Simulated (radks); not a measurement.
Q: Isoelectronic series with 8 electrons, each ion in its NIST ground configuration. Method: scalar-relativistic Kohn-Sham, LDA (Slater exchange, Perdew-Wang correlation), spin-polarised, spherical densities, point nucleus; open shells are filled with parallel spins first (spin-orbit coupling, left out, can overturn this in heavy ions); computed with a radial shooting solver on a logarithmic mesh with Libxc functionals. Total energies (hartree) and orbital eigenvalues (eV):

ion,configuration,E (hartree),2p down,2p up,2s down,2s up
Ar10+,[He] 2s2 2p4,-473.35338,-509.3546,-520.8840,-568.2564,-578.1217
Ca12+,[He] 2s2 2p4,-595.78835,-692.3635,-705.6042,-761.1021,-772.3364
Ti14+,[He] 2s2 2p4,-732.60076,-902.9099,-917.8653,-982.0175,-994.6267
Cr16+,[He] 2s2 2p4,-883.87583,-1141.064,-1157.739,-1231.199,-1245.190
Fe18+,[He] 2s2 2p4,-1049.70854,-1406.912,-1425.309,-1508.874,-1524.254
Ni20+,[He] 2s2 2p4,-1230.20388,-1700.551,-1720.676,-1815.299,-1832.074
Ge24+,[He] 2s2 2p4,-1635.65395,-2371.650,-2395.245,-2515.566,-2535.162
Se26+,[He] 2s2 2p4,-1860.87137,-2749.363,-2774.701,-2910.071,-2931.090
Kr28+,[He] 2s2 2p4,-2101.27763,-3155.371,-3182.458,-3334.649,-3357.103
Sr30+,[He] 2s2 2p4,-2357.03296,-3589.828,-3618.670,-3789.711,-3813.612
Zr32+,[He] 2s2 2p4,-2628.31012,-4052.897,-4083.500,-4275.705,-4301.064

Estimate the row of Zn22+ ([He] 2s2 2p4).

A: E (hartree) -1425.47707; 2p down -2022.090; 2p up -2043.947; 2s down -2150.758; 2s up -2168.939.
